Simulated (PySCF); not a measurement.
H7PSSi2.
SMILES with atom numbers: `[SiH3:1][S:2][SiH2:3][PH2:4]` (hydrogens: H5, H6, H7 on Si1; H8, H9 on Si3; H10, H11 on P4)

Torsions of this conformer, `[SiH3:1][S:2][SiH2:3][PH2:4]`: Si1–S2–Si3–P4 -57°, H–P4–Si3–S2 57°, H–P4–Si3–S2 -38°.

The closed-shell ground state was solved at several levels (PySCF, density fitting, gas phase, non-relativistic). Geometry: PBE0-D3(BJ)/def2-SVP, one conformer, isolated molecule.

```csv
level,basis functions,total energy (Eh),HOMO (eV),LUMO (eV),gap (eV),dipole (D)
PBE0/pcSseg-1,131,-1322.2101,-7.34,-0.38,6.96,1.16
wB97X-D/def2-SVPD,155,-1322.3684,-9.03,1.21,10.24,0.93
```

(1) Estimate the row for B3LYP/pcSseg-2, a basis of 270 functions; the other rows only guide the guess.

(2) Over all these levels, which gives the widest orbital gap and which the narrowest?

(3) How far do the dipole and the HOMO energy spread over the levels?

Answers

(1) Total energy -1322.9426 Eh, HOMO -7.06 eV, LUMO -0.63 eV, gap 6.43 eV, dipole 0.92 D.

(2) wB97X-D/def2-SVPD (range-separated hybrid) has the widest, 10.24 eV, and B3LYP/pcSseg-2 (global hybrid, 20 % exact exchange) the narrowest, 6.43 eV. Functional and basis both differ between the two, so the spread mixes both effects.

(3) The dipole runs from 0.92 to 1.16 D (mean 1.00 D) and the HOMO from -9.03 to -7.06 eV.

wB97X-D is run here without its empirical dispersion term; that term would change no orbital, density or response property at a fixed geometry.
